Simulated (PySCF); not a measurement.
SMILES CO[Si](C)(C[SiH3])OC (C4H14O2Si2), singlet, GFN2-xTB optimised geometry.

```
22

Si    -1.06    -2.94    -1.18
C     -1.30    -1.07    -1.41
Si    -0.60    -0.01     0.00
C      1.30    -0.01     0.00
O     -1.25    -0.68     1.33
C     -1.20    -0.20     2.64
O     -1.16     1.53     0.00
C     -0.93     2.53    -0.95
H     -1.64    -3.63    -2.34
H     -1.71    -3.43     0.03
H      0.37    -3.26    -1.14
H     -0.84    -0.77    -2.34
H     -2.36    -0.87    -1.51
H      1.70    -1.00     0.20
H      1.70     0.66     0.76
H      1.71     0.31    -0.96
H     -1.91    -0.78     3.24
H     -0.20    -0.32     3.06
H     -1.48     0.85     2.68
H     -1.47     3.43    -0.63
H      0.14     2.76    -1.02
H     -1.29     2.23    -1.93
```

Density from PySCF with PBE0/def2-SVP at that geometry.

Minimum of the electron density along straight lines between bonded atoms, close to the bond critical point (lines longer than 1.1 times the sum of covalent radii, or with two minima, are not listed):

```json
[
 {"bond": "Si1–C2", "length / Å": "1.896", "ρ at the minimum / e bohr⁻³": "0.109", "∇²ρ there / e bohr⁻⁵": "0.31", "position (fraction from the first atom)": "0.38"},
 {"bond": "C2–Si3", "length / Å": "1.894", "ρ at the minimum / e bohr⁻³": "0.112", "∇²ρ there / e bohr⁻⁵": "0.32", "position (fraction from the first atom)": "0.62"},
 {"bond": "Si3–C4", "length / Å": "1.909", "ρ at the minimum / e bohr⁻³": "0.112", "∇²ρ there / e bohr⁻⁵": "0.31", "position (fraction from the first atom)": "0.38"},
 {"bond": "Si3–O5", "length / Å": "1.624", "ρ at the minimum / e bohr⁻³": "0.130", "∇²ρ there / e bohr⁻⁵": "1.09", "position (fraction from the first atom)": "0.41"},
 {"bond": "O5–C6", "length / Å": "1.400", "ρ at the minimum / e bohr⁻³": "0.255", "∇²ρ there / e bohr⁻⁵": "(withheld)", "position (fraction from the first atom)": "0.66"},
 {"bond": "Si3–O7", "length / Å": "1.641", "ρ at the minimum / e bohr⁻³": "0.125", "∇²ρ there / e bohr⁻⁵": "1.03", "position (fraction from the first atom)": "0.41"},
 {"bond": "O7–C8", "length / Å": "1.397", "ρ at the minimum / e bohr⁻³": "0.258", "∇²ρ there / e bohr⁻⁵": "-0.31", "position (fraction from the first atom)": "0.66"},
 {"bond": "Si1–H9", "length / Å": "1.471", "ρ at the minimum / e bohr⁻³": "0.115", "∇²ρ there / e bohr⁻⁵": "0.32", "position (fraction from the first atom)": "0.49"},
 {"bond": "Si1–H10", "length / Å": "1.460", "ρ at the minimum / e bohr⁻³": "0.118", "∇²ρ there / e bohr⁻⁵": "0.33", "position (fraction from the first atom)": "0.49"},
 {"bond": "Si1–H11", "length / Å": "1.467", "ρ at the minimum / e bohr⁻³": "0.116", "∇²ρ there / e bohr⁻⁵": "0.32", "position (fraction from the first atom)": "0.49"},
 {"bond": "C2–H12", "length / Å": "1.090", "ρ at the minimum / e bohr⁻³": "0.266", "∇²ρ there / e bohr⁻⁵": "-0.91", "position (fraction from the first atom)": "0.62"},
 {"bond": "C2–H13", "length / Å": "1.089", "ρ at the minimum / e bohr⁻³": "0.267", "∇²ρ there / e bohr⁻⁵": "-0.93", "position (fraction from the first atom)": "0.62"},
 {"bond": "C4–H14", "length / Å": "1.085", "ρ at the minimum / e bohr⁻³": "0.272", "∇²ρ there / e bohr⁻⁵": "-0.97", "position (fraction from the first atom)": "0.62"},
 {"bond": "C4–H15", "length / Å": "1.088", "ρ at the minimum / e bohr⁻³": "0.270", "∇²ρ there / e bohr⁻⁵": "-0.95", "position (fraction from the first atom)": "0.62"},
 {"bond": "C4–H16", "length / Å": "1.086", "ρ at the minimum / e bohr⁻³": "0.270", "∇²ρ there / e bohr⁻⁵": "-0.95", "position (fraction from the first atom)": "0.62"},
 {"bond": "C6–H17", "length / Å": "1.091", "ρ at the minimum / e bohr⁻³": "0.283", "∇²ρ there / e bohr⁻⁵": "-1.09", "position (fraction from the first atom)": "0.64"},
 {"bond": "C6–H18", "length / Å": "1.093", "ρ at the minimum / e bohr⁻³": "0.281", "∇²ρ there / e bohr⁻⁵": "-1.06", "position (fraction from the first atom)": "0.63"},
 {"bond": "C6–H19", "length / Å": "1.091", "ρ at the minimum / e bohr⁻³": "0.283", "∇²ρ there / e bohr⁻⁵": "-1.08", "position (fraction from the first atom)": "0.64"},
 {"bond": "C8–H20", "length / Å": "1.091", "ρ at the minimum / e bohr⁻³": "0.283", "∇²ρ there / e bohr⁻⁵": "-1.09", "position (fraction from the first atom)": "0.64"},
 {"bond": "C8–H21", "length / Å": "1.093", "ρ at the minimum / e bohr⁻³": "0.281", "∇²ρ there / e bohr⁻⁵": "-1.06", "position (fraction from the first atom)": "0.63"},
 {"bond": "C8–H22", "length / Å": "1.093", "ρ at the minimum / e bohr⁻³": "0.281", "∇²ρ there / e bohr⁻⁵": "-1.06", "position (fraction from the first atom)": "0.63"}
]
```

Q: Some entries are withheld; supply them.

A: 
- O5–C6, ∇²ρ there / e bohr⁻⁵: -0.29
